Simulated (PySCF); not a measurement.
Compound: C₂H₈B₃NO₃.
SMILES with atom numbers: `[CH3:1][N:2]([CH3:3])[B:4]1[O:5][BH:6][O:7][BH:8][O:9]1`

Structure used (PBE0-D3(BJ)/def2-SVP), in Å, numbered top down from 1:
```xyz
17
C2H8B3NO3 angstrom
C     -1.6798    1.2780    0.3136
N     -0.9619    0.0348    0.1826
C     -1.6937   -1.1398    0.5852
B      0.3516   -0.0247   -0.2954
O      1.0277    1.1353   -0.6584
B      2.3049    1.0777   -1.1239
O      2.9385   -0.1351   -1.2423
B      2.2909   -1.2926   -0.8826
O      1.0133   -1.2419   -0.4183
H     -1.9824    1.4559    1.3615
H     -1.0498    2.1145   -0.0121
H     -2.5992    1.2733   -0.2993
H     -1.0756   -2.0356    0.4503
H     -2.6163   -1.2590   -0.0112
H     -1.9933   -1.0778    1.6472
H      2.8827    2.0879   -1.4330
H      2.8586   -2.3499   -0.9792
```

Definitions: NICS(0) = −σiso at the ring centroid; NICS(1) = −σiso and NICS(1)zz = −σzz at ±1 Å along the ring normal z. Level: GIAO PBE0/pcSseg-1 (PySCF, non-relativistic, gas phase) on the PBE0-D3(BJ)/def2-SVP geometry, one conformer.

Ring bond lengths (Å), with Mayer bond orders in brackets: B4–O5 1.391 (0.99), O5–B6 1.361 (1.14), B6–O7 1.373 (1.08), O7–B8 1.374 (1.08), B8–O9 1.360 (1.14), O9–B4 1.391 (0.99).

Problem. Give the NICS values of each ring in ppm.

Solution. 
| ring | type | NICS(0) | NICS(1), two faces | NICS(1)zz, two faces | rms pucker (Å) | centre to ring atoms, mean (Å) |
| --- | --- | --- | --- | --- | --- | --- |
| B4–O5–B6–O7–B8–O9 | 6-membered ring with 3 B and 3 O; formal bonds all single | -1.4 | -1.9 / -2.0 | -0.4 / -0.4 | 0.00 | 1.38 |

Problem. What do they say, and how far can they be read as aromaticity?

Solution. 
- B4–O5–B6–O7–B8–O9: mean NICS(1)zz -0.4 ppm, near zero.

Problem. At the second NICS(1) probe listed for ring B4–O5–B6–O7–B8–O9, 1 Å off the ring, how large is the induced field along the normal in 1 T applied along it?

Solution. NICSzz × B0 = -0.4 ppm × 1 T = 0 μT.

Problem. Give the inner angles of the rings and the Hirshfeld charges of the ring atoms.

Solution. 
- B4–O5–B6–O7–B8–O9: B4 118.4° (+0.266 e), O5 120.7° (-0.218 e), B6 120.0° (+0.247 e), O7 120.3° (-0.223 e), B8 120.0° (+0.247 e), O9 120.6° (-0.218 e); sum 720.0° against 720° for a flat convex ring.

Problem. How shielded are the nuclei of the rings and their hydrogens (means over atoms taken as equivalent)?

Solution. 
```json
{"atoms": "B4", "environment": "three-coordinate boron", "σ isotropic (ppm)": "82.4", "principal values of the symmetric part, first atom (ppm)": "55.8, 89.9, 101.4"}
{"atoms": "O5 (×2)", "environment": "boron-bound oxygen", "σ isotropic (ppm)": "151.0", "principal values of the symmetric part, first atom (ppm)": "5.0, 118.3, 329.4"}
{"atoms": "B6 (×2)", "environment": "three-coordinate boron", "σ isotropic (ppm)": "74.2", "principal values of the symmetric part, first atom (ppm)": "60.3, 69.5, 92.9"}
{"atoms": "O7", "environment": "boron-bound oxygen", "σ isotropic (ppm)": "119.3", "principal values of the symmetric part, first atom (ppm)": "-67.3, 98.1, 327.2"}
{"atoms": "H16 (×2)", "environment": "B–H hydrogen", "σ isotropic (ppm)": "26.78", "principal values of the symmetric part, first atom (ppm)": "23.3, 26.2, 30.9"}
```

Problem. How do the values depend on the level or the medium?

Solution. 
```json
{"level": "PBE0/pcSseg-1, gas", "NICS(0), B4–O5–B6–O7–B8–O9": "-1.4", "mean NICS(1)zz, B4–O5–B6–O7–B8–O9": "-0.4"}
{"level": "wB97X-D/pcSseg-1, gas", "NICS(0), B4–O5–B6–O7–B8–O9": "-1.5", "mean NICS(1)zz, B4–O5–B6–O7–B8–O9": "-0.4"}
{"level": "PBE0/pcSseg-1, IEF-PCM acetone", "NICS(0), B4–O5–B6–O7–B8–O9": "-1.4", "mean NICS(1)zz, B4–O5–B6–O7–B8–O9": "-0.2"}
{"level": "PBE0/pcSseg-1, IEF-PCM chloroform", "NICS(0), B4–O5–B6–O7–B8–O9": "-1.4", "mean NICS(1)zz, B4–O5–B6–O7–B8–O9": "-0.2"}
```

The geometry is the same throughout; the continuum's cavity takes Bondi-type radii × 1.2.
